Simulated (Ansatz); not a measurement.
The same path of CH10Ge2Si (14 atoms, charge 0, multiplicity 1) was run twice with different band settings. The coordinate that changes most is the dihedral C1–Ge2–Ge3–Si4.

Level of theory: RHF/def2-mTZVP (Ansatz 0.2.0).

Relaxed end points:

```xyz
14
Properties=species:S:1:pos:R:3
C -1.493 1.815 -0.159
Ge -0.646 0.759 1.274
Ge 1.364 -0.417 0.476
Si 0.890 -2.030 -1.249
H -1.804 1.179 -0.978
H -0.806 2.556 -0.548
H -2.367 2.330 0.217
H -1.652 -0.278 1.814
H -0.260 1.686 2.443
H 2.371 0.616 -0.069
H 2.042 -1.134 1.661
H -0.065 -3.041 -0.753
H 0.289 -1.355 -2.418
H 2.124 -2.715 -1.682
```

```xyz
14
Properties=species:S:1:pos:R:3
C -1.187 2.482 0.668
Ge -1.112 0.524 0.467
Ge 1.083 -0.236 -0.347
Si 1.194 -2.611 -0.738
H -1.004 2.973 -0.279
H -0.444 2.826 1.376
H -2.162 2.788 1.024
H -2.200 0.060 -0.522
H -1.404 -0.151 1.822
H 1.417 0.502 -1.660
H 2.167 0.157 0.677
H 0.919 -3.345 0.513
H 0.188 -3.003 -1.745
H 2.532 -2.994 -1.229
```

Common settings: movable images 5; spring 5.0 eV/Å²; start path through a guess of the saddle point; force threshold 0.03 eV/Å; iteration limit 60; end points relaxed.

| run | climbing image | optimiser |
| --- | --- | --- |
| 1 | yes | quadratic models (default) |
| 2 | from the first iteration | lbfgs |

(1) What does each run give, and how far can it be trusted?

Results:

(1) Run 1: converged after 7 iterations, highest image 0.024 eV above the first end. A vibrational analysis at the climbing image gives no mode beyond 40i cm⁻¹: the surface is too flat there to confirm a saddle point.
Run 2: converged after 54 iterations, highest image 0.035 eV above the first end. The order of the stationary point at the top wasn't checked.
